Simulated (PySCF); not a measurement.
C2H6AuClS, triplet, at the geometry of the source list (the multiplicity is a formal guess) (core potentials on Au); DF-MN15/def2-SV(P) (PySCF).

PySCF was given this input:
```python
from pyscf import gto, scf, dft

mol = gto.Mole()
mol.atom = '''
    Au    1.61860000   -1.58070000    0.01030000
    Cl    3.69980000   -2.33190000    0.39400000
    C    -0.21670000    0.79500000   -1.33070000
    S    -0.54120000   -0.71430000   -0.36290000
    C    -0.95800000    0.05260000    1.23660000
    H     0.54380000    1.39440000   -0.84120000
    H    -1.14600000    1.34890000   -1.42720000
    H     0.13020000    0.47760000   -2.30840000
    H    -0.14980000    0.69980000    1.56060000
    H    -1.09920000   -0.75350000    1.94880000
    H    -1.88160000    0.61220000    1.12010000
'''
mol.basis = 'def2-sv(p)'
mol.ecp = {'Au': 'def2-sv(p)'}
mol.spin = 2
mol.verbose = 4
mol.build()

mf = dft.UKS(mol)
mf.xc = 'mn15'
mf.grids.prune = dft.gen_grid.sg1_prune
mf = mf.density_fit(auxbasis='def2-universal-jkfit')
mf.kernel()
mf.analyze()
```

The log (banner, timings and long lists left out):

```
PySCF version 2.14.0

[INPUT] verbose = 4
[INPUT] num. atoms = 11
[INPUT] num. electrons = 70
[INPUT] charge = 0
[INPUT] spin (= nelec alpha-beta = 2S) = 2
[INPUT] symmetry False subgroup None
[INPUT] Mole.unit = angstrom
[INPUT] Symbol           X                Y                Z      unit          X                Y                Z       unit  Magmom
[INPUT]  1 Au     1.618600000000  -1.580700000000   0.010300000000 AA    3.058710705221  -2.987090085100   0.019464179083 Bohr   0.0
[INPUT]  2 Cl     3.699800000000  -2.331900000000   0.394000000000 AA    6.991608715666  -4.406652349873   0.744552093079 Bohr   0.0
[INPUT]  3 C     -0.216700000000   0.795000000000  -1.330700000000 AA   -0.409503651193   1.502332269029  -2.514658553959 Bohr   0.0
[INPUT]  4 S     -0.541200000000  -0.714300000000  -0.362900000000 AA   -1.022719778615  -1.349831370777  -0.685781610605 Bohr   0.0
[INPUT]  5 C     -0.958000000000   0.052600000000   1.236600000000 AA   -1.810357627333   0.099399594152   2.336835325637 Bohr   0.0
[INPUT]  6 H      0.543800000000   1.394400000000  -0.841200000000 AA    1.027633066538   2.635034108094  -1.589637615984 Bohr   0.0
[INPUT]  7 H     -1.146000000000   1.348900000000  -1.427200000000 AA   -2.165626138752   2.549051569426  -2.697017124979 Bohr   0.0
[INPUT]  8 H      0.130200000000   0.477600000000  -2.308400000000 AA    0.246042341418   0.902533197092  -4.362243785946 Bohr   0.0
[INPUT]  9 H     -0.149800000000   0.699800000000   1.560600000000 AA   -0.283080973460   1.322430341971   2.949106589996 Bohr   0.0
[INPUT] 10 H     -1.099200000000  -0.753500000000   1.948800000000 AA   -2.077186956122  -1.423908634860   3.682698271552 Bohr   0.0
[INPUT] 11 H     -1.881600000000   0.612200000000   1.120100000000 AA   -3.555708675982   1.156890333459   2.116682232125 Bohr   0.0

nuclear repulsion = 369.763880926599
number of shells = 51
number of NR pGTOs = 194
number of NR cGTOs = 101
basis = def2-sv(p)
ecp = {'Au': 'def2-sv(p)'}

******** <class 'pyscf.df.df_jk.DFUKS'> ********
method = DFUKS
initial guess = minao
damping factor = 0
level_shift factor = 0
DIIS = <class 'pyscf.scf.diis.CDIIS'>
diis_start_cycle = 1
diis_space = 8
diis_damp = 0
SCF conv_tol = 1e-09
SCF conv_tol_grad = None
SCF max_cycles = 50
direct_scf = False
number electrons alpha = 36  beta = 34
XC library pyscf.dft.libxc version 7.1.2
    S. Lehtola, C. Steigemann, M. J. T. Oliveira, and M. A. L. Marques,  SoftwareX 7, 1–5 (2018)
XC functionals = mn15
    H. S. Yu, X. He, S. L. Li, and D. G. Truhlar,  Chem. Sci. 7, 5032–5051 (2016)
    H. S. Yu, X. He, S. L. Li, and D. G. Truhlar,  Chem. Sci. 7, 5032–5051 (2016)
radial grids:
    Treutler-Ahlrichs [JCP 102, 346 (1995); DOI:10.1063/1.469408] (M4) radial grids

becke partition: Becke, JCP 88, 2547 (1988); DOI:10.1063/1.454033
pruning grids: <function sg1_prune>
grids dens level: 3
symmetrized grids: False
atomic radii adjust function: <function treutler_atomic_radii_adjust>
small_rho_cutoff = 0
Set gradient conv threshold to 3.16228e-05
Traceback (most recent call last):
  File "input.py", line 27, in <module>
  File "<string>", line 2, in kernel
  File "site-packages/pyscf/scf/hf.py", line 2099, in scf
  File "site-packages/pyscf/scf/hf.py", line 132, in kernel
  File "site-packages/pyscf/dft/uks.py", line 42, in get_veff
  File "site-packages/pyscf/dft/uks.py", line 192, in initialize_grids
  File "site-packages/pyscf/dft/rks.py", line 506, in initialize_grids
  File "site-packages/pyscf/dft/gen_grid.py", line 653, in build
  File "<string>", line 6, in gen_atomic_grids
  File "site-packages/pyscf/dft/gen_grid.py", line 318, in gen_atomic_grids
  File "site-packages/pyscf/dft/gen_grid.py", line 81, in sg1_prune
IndexError: index 79 is out of bounds for axis 0 with size 19
```

The program refused the input.
